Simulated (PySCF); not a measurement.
A calculated (HSE06, PySCF 2.14, ANO-RCC-VTZP, the spin-free X2C one-electron Hamiltonian (Gaussian nucleus)) atom or ion has these occupied shells.

```csv
shell,electrons,orbital energy (eV),"rms radius, mean of both spins (bohr)"
1s α,1,-83023.0,0.0187
1s β,1,-83023.0,0.0187
2s α,1,-14760.6,0.0756
2s β,1,-14760.6,0.0756
2p α,3,-12790.3,0.0694
2p β,3,-12790.3,0.0694
3s α,1,-3528.8,0.193
3s β,1,-3528.8,0.193
3p α,3,-2953.8,0.195
3p β,3,-2953.8,0.195
3d α,5,-2320.6,0.178
3d β,5,-2320.6,0.178
4s α,1,-792.50,0.424
4s β,1,-792.46,0.424
4p α,3,-601.95,0.452
4p β,3,-601.92,0.452
4d α,5,-367.71,0.482
4d β,5,-367.69,0.482
5s α,1,-131.82,0.961
5s β,1,-131.72,0.961
4f α,7,-110.84,0.529
4f β,7,-110.81,0.529
5p α,3,-79.814,1.11
5p β,3,-79.744,1.11
5d α,5,-20.437,1.60
5d β,5,-20.117,1.60
6s α,1,-15.486,2.70
```

Name the element and its charge.

Hg⁺ (mercury, charge +1), in [Xe] 4f14 5d10 6s1, 2S determinant.
